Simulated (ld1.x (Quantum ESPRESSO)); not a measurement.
# An all-electron radial function and its pseudo partner (sulfur (S))

Columns: radius, all-electron u(r) and pseudo u(r) of the 3p shell (level -7.02 eV) of sulfur in the configuration [Ne] 3s2 3p4; PBE, non-relativistic, ultrasoft scheme, ld1.x (Quantum ESPRESSO) 7.5.

```csv
r (bohr),all-electron,pseudo
0.082,0.1237,-0.0035
0.165,0.2699,-0.0143
0.248,0.3290,-0.0328
0.330,0.3069,-0.0590
0.413,0.2296,-0.0939
0.495,0.1233,-0.1366
0.578,0.0032,-0.1880
0.660,-0.1161,-0.2456
0.742,-0.2290,-0.3086
0.825,-0.3325,-0.3756
0.908,-0.4233,-0.4432
0.990,-0.5004,-0.5075
1.072,-0.5650,-0.5665
1.155,-0.6181,-0.6181
1.238,-0.6596,-0.6596
1.320,-0.6900,-0.6900
1.402,-0.7112,-0.7112
1.485,-0.7243,-0.7243
1.568,-0.7302,-0.7302
1.650,-0.7301,-0.7301
1.733,-0.7248,-0.7248
1.815,-0.7153,-0.7153
1.898,-0.7023,-0.7023
1.980,-0.6868,-0.6868
2.062,-0.6691,-0.6691
2.145,-0.6495,-0.6495
```

How many radial nodes do the two functions have?

The all-electron 3p function has n − l − 1 = 1; the pseudo-wave has 0, since the states of the same l below it are removed with the core.

At about which radius was the pseudo-wave matched?

1.20 bohr, where the columns begin to agree (steps of 0.08 bohr).

Is the pseudo-wave norm-conserving?

No, it belongs to an ultrasoft set: the norm inside the radius is not constrained, and the difference is carried by the augmentation charge.
